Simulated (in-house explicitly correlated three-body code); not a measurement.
Results of a calculation; reference values are marked as such.
Taking the two-electron ground state apart, Z = 2.96

A variational code in 260 exponentially correlated functions gives, for two electrons around a point charge Z = 2.96 (non-relativistic, fixed nucleus, atomic units): E = -7.0664791, <1/r> = 2.647935 per electron, <1/r12> = 1.542815. From its density, U = 3.252059 (Hartree energy) and T_s = 7.026739 (kinetic energy of the doubly filled orbital √(n/2)). Further, <r²> = 0.460433 per electron, <r12²> = 0.956893 and <p1·p2> = 0.283738.

(1) Check the virial theorem, and compare with the screened hydrogenic estimate.

(2) Find the exchange and correlation energies of density-functional theory.

(3) What do the second moments say about angular correlation and diamagnetism?

(4) How does a model nuclear mass of 5.9 u change the ionisation energy, to first order in m/M (1 hartree = 27.211386 eV)?

## Answers

(1) V = −2Z<1/r> + <1/r12> = -15.675775 + 1.542815 = -14.132960, and 2E = -14.132958, so T = −E = 7.066479. A product of 1s orbitals with exponent Z − 5/16 = 2.6475 gives −2.6475² = -7.00926, which is 57.2 millihartree too high.

(2) For two electrons in one orbital E_x = −U/2 = -1.626030. The potential part of correlation is U_c = <1/r12> − U − E_x = -0.083214, the kinetic part T_c = T − T_s = 0.039740, and E_c = T_c + U_c = -0.043474 hartree. Restricted Hartree-Fock gives -7.023022, so the correlation energy of wave-function theory is -0.043457.

(3) From r12² = r1² + r2² − 2 r1·r2, <r1·r2> = <r²> − <r12²>/2 = -0.01801 bohr². It vanishes for a product of s orbitals, and its negative sign shows that the electrons favour opposite sides of the nucleus. The Langevin susceptibility is −0.79199e-6 × 2<r²> = -0.7293e-6 cm³/mol.

(4) m/M = 1/(5.9 × 1822.8885) = 9.29796e-05. With a fixed nucleus the second electron is bound by −Z²/2 − E = 2.685679 hartree = 73.0811 eV. The reduced mass scales this by 1 − m/M, a change of -6.795 meV. The mass-polarisation term raises the two-electron state by (m/M)<p1·p2> = 26.38 microhartree, a further -0.718 meV. The sum is 73.0735 eV, before relativistic and QED terms.
